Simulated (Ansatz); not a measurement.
`N#C[SiH](F)Cl` + `C[SeH]` → `C[Se][SiH](F)Cl` + `C#N` at 298.15 K and 1 bar (ligand exchange at the Si–C bond).

Isolated molecules relaxed with PBE0-D4/def2-TZVP in Ansatz; ΔE leaves out vibrations. CBS: MP2 limit from def2 TZ/QZ plus the TZ coupled-cluster correction, frozen cores. This one scheme is used for every species. For Se outer-core shells are correlated without core-valence functions, which leaves a few kJ/mol of doubt a bond. Scalar relativity is left out up to krypton. One conformer a species, not always the lowest.

```
          species  CCSD(T)/CBS energy (Eh)  H − E (kJ/mol)  S (J/(mol·K))
  `N#C[SiH](F)Cl`               -942.11148            76.1          326.9
         `C[SeH]`              -2441.15625           129.5          267.5
`C[Se][SiH](F)Cl`              -3289.96087           159.3          380.1
            `C#N`                -93.32098            52.4          201.2
```

H − E and S are ideal-gas, rigid-rotor, harmonic terms from PBE0-D4/def2-TZVP, for one conformer and one mirror image of each species. 1 Eh = 2625.50 kJ/mol, R = 8.31446 J/(mol·K).

Q: By hand: ΔE, ΔH, ΔS and ΔG.

A: ΔE = (-3289.96087) + (-93.32098) − (-942.11148) − (-2441.15625) = -0.01412 Eh = -37.1 kJ/mol. Δ(H − E) = 159.3 + 52.4 − 76.1 − 129.5 = 6.1, so ΔH = -31.0 kJ/mol. ΔS = 380.1 + 201.2 − 326.9 − 267.5 = -13.1 J/(mol·K). ΔG = -31.0 − 298.15 × (-13.1)/1000 = -27.1 kJ/mol.

Q: By hand: the equilibrium constant, and the temperature at which ΔG would vanish if ΔH and ΔS stayed fixed.

A: log₁₀ K = −ΔG/(RT ln 10) = 4.7. ΔG = 0 at ΔH/ΔS = 2366 K, though so small a ΔS makes that figure unsure.

The number of gas molecules stays the same, so ΔS is small and ΔH decides. A doubt of 5 kJ/mol in ΔE shifts log₁₀ K by 0.9 here. Other conformers and mirror images would add mixing entropy, several J/(mol·K) or more a flexible species. Modes under 60 cm⁻¹, often nearly free rotors, make the harmonic entropy too high. These are equilibria of isolated gas molecules and say nothing of rates. Largest T1 diagnostic: 0.014 (customary marks: 0.02 for closed shells, 0.045 for open ones).
